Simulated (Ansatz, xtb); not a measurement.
**Two isomers of BGeH7OSi**

Structure I: `[BH2][Ge@@H]([OH])[SiH3]`, a singlet. Structure II: `B[Si@@H](O)[GeH3]`, a singlet. Both are isolated molecules in the gas phase, relaxed with B3LYP-D3(BJ)/def2-SVP; the shapes shown needn't be the lowest conformers.

I (Å):

```yaml
atoms:
  - { symbol: B, position_ang: [-0.1460, 2.8434, -0.5351] }
  - { symbol: Ge, position_ang: [0.6556, 1.1349, -1.3479] }
  - { symbol: O, position_ang: [1.9447, 1.4523, -2.5775] }
  - { symbol: Si, position_ang: [1.6067, -0.2135, 0.4204] }
  - { symbol: H, position_ang: [-1.1650, 2.7766, 0.1054] }
  - { symbol: H, position_ang: [0.4194, 3.9057, -0.6111] }
  - { symbol: H, position_ang: [-0.3692, 0.2747, -2.1193] }
  - { symbol: H, position_ang: [2.4711, 2.2289, -2.3472] }
  - { symbol: H, position_ang: [2.2177, -1.4465, -0.1546] }
  - { symbol: H, position_ang: [0.5522, -0.5986, 1.4059] }
  - { symbol: H, position_ang: [2.6648, 0.5603, 1.1364] }
```

II (Å):

```xyz
11

B     0.0841    2.9509   -0.1568
Ge    1.2415   -0.3356    0.1112
O     2.2758    2.0239   -2.0708
Si    0.8334    1.5505   -1.3499
H    -1.0303    2.7975    0.2812
H     0.7295    3.8904    0.2338
H    -0.1498    1.0646   -2.3725
H     2.7304    1.3619   -2.6051
H     2.0604   -1.4026   -0.6555
H     2.0642    0.0669    1.3552
H    -0.0700   -0.9942    0.5931
```

**Question.** Which of the two would you expect CCSD(T)/def2-SVP + ΔMP2/def2-TZVPP electronic energies to favour?

**Answer.** Structure II; the calculation gives E(II) − E(I) = −0.513 eV.

The same difference at several levels:

| level | geometry | E(II) − E(I) (eV) | departure from the last row (eV) | job, with rough time for the two |
| --- | --- | --- | --- | --- |
| GFN2-xTB | GFN2-xTB | −0.363 | +0.150 | optimisation, 0.18 s |
| HF/STO-3G | GFN2-xTB | −0.042 | +0.471 | single point, 0.4 s |
| r2SCAN-D4/def2-SVP | GFN2-xTB | −0.427 | +0.085 | single point, 2.6 s |
| B3LYP-D3(BJ)/def2-SVP | B3LYP-D3(BJ)/def2-SVP | −0.505 | +0.007 | optimisation, 53 s |
| HF/def2-SVP | B3LYP-D3(BJ)/def2-SVP | −0.509 | +0.004 | part of the CCSD(T) run |
| MP2/def2-SVP | B3LYP-D3(BJ)/def2-SVP | −0.475 | +0.038 | part of the CCSD(T) run |
| CCSD(T)/def2-SVP | B3LYP-D3(BJ)/def2-SVP | −0.473 | +0.039 | single point |
| CCSD(T)/def2-SVP + ΔMP2/def2-TZVPP | B3LYP-D3(BJ)/def2-SVP | −0.513 |  | single point, 26 s |

As drawn, II has 1 B–Si, 1 O–Si, 2 Ge–H in place of 1 B–Ge, 1 Ge–O, 2 Si–H.

The levels shown agree on the order. The largest departure from CCSD(T)/def2-SVP + ΔMP2/def2-TZVPP is that of HF/STO-3G, 0.471 eV. The last row adds to CCSD(T) the change of the MP2 difference between the two basis sets, here −0.039 eV.

With thermal terms from frequencies at re-optimised GFN2-xTB minima (ideal gas, soft modes damped towards free rotors, one conformer each, 298.15 K, 1 atm): on the last row, ΔE + ΔZPE = −0.506, ΔH = −0.514, ΔG = −0.504 eV.

The correlated steps freeze 16 core orbitals; the filled d shell of Ge is correlated, in a basis made for valence electrons. Programs: Ansatz 0.2.0, xtb 6.7.1; the last row on 2 threads of Intel(R) Xeon(R) 6975P-C (Granite Rapids) on a shared host.
